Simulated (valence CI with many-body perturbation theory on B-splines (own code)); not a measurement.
Sensitivity of CI+MBPT for Yb⁴⁷⁺

Calculated by relativistic CI+MBPT: five valence electrons over a frozen Dirac-Fock core [Ar], radial functions for each j: 6 s, 6 p, 5 d, 5 f, 1 g, with the one-electron correlation potential Σ1, the two-electron term Σ2, the three-electron term Σ3, Breit, model QED; selected CI, second order for the rest, scaled by the run's own slope (own B-spline code, finite nucleus).

The last digits are not significant, and no measured levels were compared; by estimate large intervals hold to a few tenths of a per cent, small ones and those within an open d or f shell to about a per cent. Among the levels kept, up to 410 cm⁻¹ of a level comes from second order outside the variational space, and about a tenth of that is noise between levels of different J, which matters for small intervals. Only levels of the ground parity were solved; by the run's estimate the other parity begins above the list, which can be wrong where configurations are misplaced.

The reference run has the lowest level (3d3/2^4 3d5/2) J=5/2 and an ionisation energy of 4051.07 eV. Its largest variational space holds 10000 state functions.

Levels are named by their leading jj configuration (3d3/2^4 stands for four electrons in 3d with j = 3/2), which in mixed levels can hold well under half, so a name can repeat and another be missing. Letters in brackets count levels of one name in rising energy.

Changed runs:
A. correlating orbitals by l 3 3 3 3 1 → 5 4 5 0 2; natural orbitals for correlation on → off
B. logarithmic knot step 0.27 → 0.2
C. shift of the energy in Σ1 (hartree) 0 → -22.533
D. correlating orbitals by l 3 3 3 3 1 → 2 2 1 1 0; natural orbitals for correlation on → off (bad on purpose)

Excitation energies of the reference run in cm⁻¹, and shifts in cm⁻¹:

```csv
Level,Reference,A,B,C,D
(3d3/2^3 3d5/2^2) J=5/2 [a],344270,-1292,+0.3,+55932,-1393
(3d3/2^3 3d5/2^2) J=7/2 [a],434168,-201,+0.3,+54959,-189
(3d3/2^3 3d5/2^2) J=11/2,445135,-559,+0.3,+55170,-506
(3d3/2^3 3d5/2^2) J=3/2 [a],446727,+130,+0.3,+55265,+107
(3d3/2^3 3d5/2^2) J=9/2,484582,+128,+0.3,+56013,+200
(3d3/2^3 3d5/2^2) J=5/2 [b],510269,+676,+0.4,+57078,+742
(3d3/2^3 3d5/2^2) J=1/2,532851,+842,+0.4,+59438,+872
(3d3/2^3 3d5/2^2) J=7/2 [b],546155,+1027,+0.3,+55662,+1139
(3d3/2^3 3d5/2^2) J=3/2 [b],664636,+2591,+0.4,+60895,+2693
(3d3/2^2 3d5/2^3) J=5/2 [a],772176,-1157,+0.6,+109440,-1280
(3d3/2^2 3d5/2^3) J=7/2 [a],835125,-819,+0.6,+111348,-868
(3d3/2^2 3d5/2^3) J=11/2,839854,-1278,+0.6,+111303,-1283
Ionisation energy (eV),4051.07,-0.47,+0.0014,-6.90,-0.49
```
